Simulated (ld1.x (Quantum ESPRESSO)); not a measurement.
# Mg: one change to a TM potential, before and after

* Element: magnesium
* Generator: ld1.x (Quantum ESPRESSO) 7.5
* Type: norm-conserving Troullier–Martins (Kleinman–Bylander form)
* Functional: PW91
* Relativity: scalar-relativistic
* Frozen core: [Ne]
* Valence charge: 2
* Reference configuration: 3s2 3p0
* Partial waves: 3p (bound, empty): rc 2.30 bohr; 3d channel at -0.1 Ry: rc 2.60 bohr; 3s (bound): rc 2.75 bohr
* Local potential: the s channel
* Core correction: none

Change: core correction a·sin(br)/r model core inside 1.62 bohr.

Cutoffs: the cutoffs (Ry, on a coarse ladder) from which the occupation-weighted sum of valence levels, in a spherical-Bessel basis at the reference potential, stays within 10 and 1 mRy of its value at 400 Ry; they do not see the model core or the augmentation charge, which bear on the density cutoff. Errors are all-electron minus pseudo energies relative to the spin-unpolarised reference configuration.

Task: Predict the effect on cutoff, ghosts and configuration errors.

Result: The potential gets neither clearly harder nor softer (6 Ry and 15 Ry → 6 Ry and 15 Ry); of the 5 tests that both files solve, the error grows in 0 and shrinks in 4 by more than 15 % and 0.3 meV (median size 8.6 → 2.7 meV); neither file shows a bound ghost. Exchange and correlation are not linear in the density, so unscreening with the valence charge alone errs where core and valence overlap; a model core restores that term. A model core, the more so a compact one, raises the density cutoff, which this test does not measure.

| quantity | base | changed |
| --- | --- | --- |
| cutoff, loose | 6 Ry | 6 Ry |
| cutoff, tight | 15 Ry | 15 Ry |
| bound ghosts | none | none |
| error for 3s1 3p0, meV [ΔE 7.99 eV] | +6.7 | +2.7 |
| error for 3s1.5 3p0, meV [ΔE 3.16 eV] | +0.7 | +0.7 |
| error for 3s1 3p1, meV [ΔE 3.49 eV] | +8.6 | -1.0 |
| error for 3s0 3p1, meV [ΔE 12.35 eV] | +98 | +35 |
| error for 3s0 3p2, meV [ΔE 7.18 eV] | +56 | +2.8 |
| s: phases at 2.99 bohr within 0.05 rad from the reference energy up to (Ry; the scan ends near 5) | 1.5 | 1.5 |
| p: phases at 2.99 bohr within 0.05 rad from the reference energy up to (Ry; the scan ends near 5) | 0.3 | 0.3 |
| d: phases at 2.99 bohr within 0.05 rad from the reference energy up to (Ry; the scan ends near 5) | 3.6 | 3.6 |
